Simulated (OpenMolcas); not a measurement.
## Al2+: effect of the active space

```
Program             : OpenMolcas 26.06
Method              : SS-CASPT2 or its RAS form, IPEA 0.25 Eh, imaginary shift 0.1 Eh
Basis               : ANO-R2
Scalar Hamiltonian  : X2C, finite nucleus
Spin-orbit coupling : RASSI with atomic mean-field integrals over the reference wave functions, term energies averaged over their components
```

A. 1 electron in 4 orbitals (3s 3p); 2S+1 = 2 even, 1 root; 2S+1 = 2 odd, 3 roots; closed shells correlated: 2s 2p; CASPT2 step of the order of 0.8 core-seconds
B. 1 electron in 9 orbitals (RAS2 3s 3p; RAS3 3d, at most 1 electron); 2S+1 = 2 even, 1 root; 2S+1 = 2 odd, 3 roots; closed shells correlated: 2s 2p; CASPT2 step roughly 1.3 core-seconds

Energies in cm⁻¹ above 3s ²S_1/2, the measured ground level; measured values from NIST levels in Kelleher and Podobedova, J. Phys. Chem. Ref. Data 37, 709 (2008).

| Level | A | B | Measured |
| --- | --- | --- | --- |
| 3s ²S_1/2 | 0.0 | 0.0 | 0.0 |
| 3p ²P°_1/2 | 52994 | 52992 | 53683 |
| 3p ²P°_3/2 | 53187 | 53185 | 53917 |

Deviations, from unrounded energies. A percentage is the sum of absolute deviations over the sum of measured energies, with the sign that they share, or ± where signs differ.

```csv
Against measurement,Levels,A,B
mean absolute deviation (cm-1),2,710,710
other configurations (%),2,-1.3,-1.3
```

A, B lie about equally close to measurement. The largest miss of A in the table is 3p ²P°_3/2, by -730 cm-1. The ranking rests on the paired levels alone, and a cruder setting can come out closer through cancelling errors.

Between A and B no level of the table moves by more than 5 cm-1.

With one active electron, CASPT2 adds the correlation within the correlated inactive shells and between them and that electron, and leaves the splitting within a term as the reference gives it. With one active electron outside closed inactive shells, the extra shells (3d) add no correlation to the reference (holds for B). Measured partners are found by configuration, term and J. A level has none where our copy of the source lacks it or the pairing is in doubt (some pairs that miss far off the trend of their configuration count as doubtful), and it then counts in no deviation. Only configurations of the active space appear.

° marks odd parity.
